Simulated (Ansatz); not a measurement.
A structure relaxed at PBE-D4/def2-SVP in Ansatz, charge 0, singlet:

```csv
atom,x (Å),y (Å),z (Å)
Ni1,-0.0321,-0.0885,-0.0401
Br2,-1.4155,0.4688,-1.8006
Br3,1.3787,-0.5141,1.7489
P4,1.7156,-0.0591,-1.3129
H5,2.6529,-1.1355,-1.2216
H6,2.6257,1.0237,-1.0957
H7,1.5794,0.0374,-2.7347
P8,-1.7308,0.0008,1.2962
H9,-3.0313,-0.3696,0.8318
H10,-2.0465,1.3138,1.7732
H11,-1.6960,-0.6778,2.5556
```

**Question.** Give its formula, name or SMILES.

**Answer.** NiBr2(PH3)2 (NiP₂H₆Br₂).

**Question.** Summarise the bond lengths by kind (pairs closer than 1.2 times the sum of covalent radii, bridged metal pairs left out).

**Answer.** 2 × Br–Ni 2.31 to 2.32 Å; 2 × Ni–P 2.16 Å; 6 × H–P 1.43 Å. The metal has 4 neighbours: Br 2.31 Å, Br 2.32 Å, P 2.16 Å, P 2.16 Å.
